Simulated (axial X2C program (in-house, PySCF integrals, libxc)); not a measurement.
BeBr⁻: cheaper levels and CCSD(T), with spin–orbit coupling

All values were computed with an in-house relativistic program for diatomic molecules. Two-component (2c) means X2C with spin–orbit coupling and atomic mean-field two-electron Coulomb and Gaunt terms. Basis: Br dyall-acv3z [9s10p7d5f1g], Be dyall-av3z [9s9p4d2f] (cores contracted in-house); Gaussian nuclei, density fitting, unrestricted open shells. Masses: Br 78.918 u, Be 9.012 u.

State: Ω = 0 (closed shell); fragments Br- + Be.

| level | Re (Å) | ωe (cm⁻¹) | De (eV) |
| --- | --- | --- | --- |
| PBE0 | 2.125 | 440.5 | 1.35 |
| HF | 2.153 | 421.4 | 0.920 |
| MP2 | 2.116 | 457.6 | 1.25 |
| CCSD | 2.137 | 437.0 | 1.11 |
| r2SCAN0 | 2.125 | 442.3 | 1.35 |

Correlated methods: 10 electrons correlated (number of frozen shells: Br 3 s, 2 p, 1 d; Be 1 s), 254 virtual spin orbitals or spinors in MP2, 90 natural virtuals in coupled cluster.

CCSD(T), same Hamiltonian and basis:

Re = 2.134 Å, ωe = 440.7 cm⁻¹, De = 1.18 eV; T1 = 0.015 (Lee–Taylor normalisation).

(1) Give the differences from CCSD(T) in the columns below.

The state is a single determinant with fixed occupations, the lowest that a limited PBE0 search found. Dissociation energies refer to the lowest single-determinant-based atoms at the same level and basis. CCSD and (T) use frozen natural virtuals with an MP2 correction for the truncation; (T) itself is uncorrected, so its De runs slightly low. The highest occupied level of some functionals is positive through self-interaction error; at Hartree–Fock it is bound. Hartree–Fock gets electron affinities wrong, so its lowest charge split need not be the true one.

Answers

(1) 

```csv
level,ΔRe (Å),Δωe (cm⁻¹),ΔDe (eV)
PBE0,-0.009,0,0.17
HF,0.019,-19,-0.26
MP2,-0.018,17,0.07
CCSD,0.003,-4,-0.07
r2SCAN0,-0.009,2,0.17
```
